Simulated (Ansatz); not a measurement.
System: YF$_{3}$, charge 0, multiplicity 3. The spin state was set by rule; other spins were not relaxed. SMILES of the parent species: [F][Y]([F])[F]
Structure (B3LYP-D3(BJ)/def2-TZVP (Ansatz, a program for electronic structure) minimum search):
```
Y
F 1 2.0584
F 1 2.0584 2 131.69
F 1 2.1128 2 114.16 3 180.00
```
Charge 0, spin multiplicity 3.

Wanted: atomisation energy (electronic, to ground-state atoms), in kJ/mol. Cores are frozen in the correlated levels unless marked. Open shells are spin-unrestricted. Spin-orbit coupling is left out. Frozen are the shells of the preceding noble gas and the d and f shells that filled before the atom's block. Past Kr the def2 sets carry scalar-relativistic core potentials. STO-3G rows are all-electron and non-relativistic. 

| level | program | atomisation energy (kJ/mol) |
|---|---|---|
| RI-HF/def2-TZVPPD | Ansatz | 872.9 |
| revPBE-D3(BJ)/def2-TZVPD | Ansatz + dftd3 | 1372.9 |
| PBE0/def2-TZVP | Ansatz | 1263.6 |
| CAM-B3LYP-D3(BJ)/def2-TZVPD | Ansatz + dftd3 | 1268.3 |
| LC-wPBE-D3(BJ)/def2-TZVPD | Ansatz + dftd3 | 1258.7 |
| LC-wPBE/def2-TZVPD | Ansatz | 1254.5 |
| wB97M-V/def2-TZVPD | Ansatz | 1213.7 |
| B2PLYP-D3(BJ)/def2-TZVPD | Ansatz + dftd3 | 1213.1 |
| CCSD(T)/STO-3G | Ansatz | 1309.8 |

The Hartree-Fock reference is unstable (checked in the largest basis), which strains HF and MP2.
